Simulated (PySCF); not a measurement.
# How methods differ on the ionisation energy of Ni²⁺

Ni²⁺ [Ar] 3d8 (3F) → Ni³⁺ [Ar] 3d7 (4F), as a difference of total energies. Computed with PySCF 2.14 in def2-TZVPPD, with the non-relativistic Hamiltonian (point nucleus). Correlated levels: valence: [Ar] frozen; valence and next inner shell: [Ne] frozen. The calculations carry no spin-orbit coupling.

| method | ionisation energy (eV) |
| --- | --- |
| UHF | 32.873 |
| LDA | 36.505 |
| PBE | 36.051 |
| PBE0 | 35.561 |
| r2SCAN | 35.720 |
| r2SCANh | 35.577 |
| HSE06 | 35.568 |
| CAM-B3LYP | 35.846 |
| BP86 | 36.144 |
| MP2 (valence) | 35.090 |
| SCS-MP2 (valence) | 35.019 |
| MP2 (valence and next inner shell) | 35.622 |
| SCS-MP2 (valence and next inner shell) | 35.389 |

Problem. How much does correlation contribute at MP2 (valence and next inner shell)?

Solution. 35.622 − (32.873) = 2.749 eV, measured against UHF.

A first-order spin-orbit estimate (lowest level to lowest level, LS coupling) adds -0.013 eV.

These non-relativistic numbers lack the scalar-relativistic shift.

Errors of the correlated levels include the incompleteness of this basis and the frozen core.

For comparison: 35.187 ± 0.019 eV (measured; NIST Atomic Spectra Database, ionization energies).
